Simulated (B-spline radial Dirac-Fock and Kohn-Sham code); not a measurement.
Level of theory: Dirac-Fock ΔSCF + Breit + QED; a radial finite-basis atomic code. Free neutral atoms.

Question: Order these X-ray lines by photon energy, lowest first.
A. Yb Kβ2''
B. Lu Kβ2'
C. Lu Kβ1
D. Pt Kβ2''
E. Gd Kβ1
F. Tb Kβ2'

Answer: E (48687.8 eV), F (51702.4 eV), A (60927.5 eV), C (61281.4 eV), B (62945.7 eV), D (77774.9 eV).

Values without a named source are computed, but for edge energies of neutral atoms, which are taken from tables.
